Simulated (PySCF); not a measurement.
Compound: C7H6F (doublet state).
Atom-mapped SMILES: `[CH:1]#[C:2][C@@H:3]1[CH:4][C@:5]12[CH2:6][C@@H:7]2[F:8]` (hydrogens: H9 on C1; H10 on C3; H11 on C4; H12, H13 on C6; H14 on C7)

Method: UKS B3LYP, pcH-1 on C F H, non-relativistic, mean-field spin-orbit, GIAO in PySCF. Isolated species at its GFN2-xTB geometry, gas phase. A GFN2-xTB geometry isn't a minimum of the functional, and hyperfine couplings can be far from their values at a DFT geometry. The SCF solution wasn't tested for stability.

(1) Break the g tensor into its mass correction, gauge correction and orbital-Zeeman/spin–orbit terms.

(2) What effective moment and Curie constant follow for a powder?

(3) How much does each term add to the isotropic shift?

(4) At 93.578 GHz, how far is the centre of the isotropic spectrum from where a free electron (g = 2.002319) resonates?

(5) In a frozen sample, at which fields do the three g values resonate at 9.5, 34, 94 and 263 GHz (hyperfine left aside), and which band first spreads them over more than twice a line width of 0.3 mT?

Results:

(1) 
```tsv
Δg (ppm)	1	2	3
relativistic mass correction	-156	-156	-156
gauge correction	33	-3	12
orbital Zeeman/spin–orbit	95	549	1028
total	-27	391	884
```

So g = 2.00229, 2.00271, 2.00320 and g_iso = 2.00274; the tensor is rhombic: the two nearest values differ by 46 % of g3 − g1. 

(2) With the mean of g² = 4.0109 and S(S+1) = 0.75: μ_eff = √(⟨g²⟩S(S+1)) = 1.734 μB and χT = 0.12505·⟨g²⟩·S(S+1) = 0.376 cm³ K/mol (cgs; spin-Hamiltonian part alone).

(3) The orbital-Zeeman/spin–orbit term 557, the mass correction -156 and the gauge correction 14 ppm, for a total of 416 ppm. The orbital-Zeeman/spin–orbit term is the largest in size. The mass correction is the same along every axis, so the anisotropy comes from the other two: their spans along these axes are 36 (gauge) and 932 ppm (orbital Zeeman/spin–orbit).

(4) B = hν/(g μB) with μB/h = 13.99624 MHz/mT gives 3339.10 mT for the free electron and 3338.40 mT at g_iso, 0.69 mT lower.

(5) 
| band | GHz | B(g3) mT | B(g2) mT | B(g1) mT | spread mT |
| --- | --- | --- | --- | --- | --- |
| X | 9.5 | 338.83 | 338.92 | 338.99 | 0.15 |
| Q | 34.0 | 1212.67 | 1212.97 | 1213.22 | 0.55 |
| W | 94.0 | 3352.67 | 3353.50 | 3354.20 | 1.53 |
| J | 263.0 | 9380.35 | 9382.66 | 9384.62 | 4.27 |

The spread grows in proportion to the frequency. W band is the first where it exceeds 0.6 mT.

The largest Mulliken spin populations are on C4 (+0.92) and C7 (+0.06). C4 is the only atom above +0.15. The angles at C4 add up to 325.7°, so it is pyramidal.

The HOMO–LUMO gaps are 6.48 eV among the α and 4.77 eV among the β orbitals.
